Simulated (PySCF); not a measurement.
GeH4Zn, SMILES [GeH3][ZnH]. Heavy atoms are numbered as in [ZnH:1][GeH3:3]. Hydrogens are named by the atom that carries them.

Geometry optimised at B3LYP-D3(BJ)/def2-TZVP.

Method: PySCF with B3LYP/pcSseg-1.

GIAO shieldings, no solvent; atoms alike by connectivity are averaged. δ = σ(ref) − σ: ¹H against TMS (σ = 31.68 ppm); ⁷³Ge against GeH4 (σ = 1631.8 ppm), references at their B3LYP-D3(BJ)/def2-TZVP geometries, non-relativistic.

| nucleus | atoms | count | δ (ppm) |
|---|---|---|---|
| ¹H | H on Zn1 | 1 | 5.59 |
| ¹H | H on Ge3 | 3 | 3.22 |
| ⁷³Ge | Ge3 (GeH3) | 1 | -89.6 |
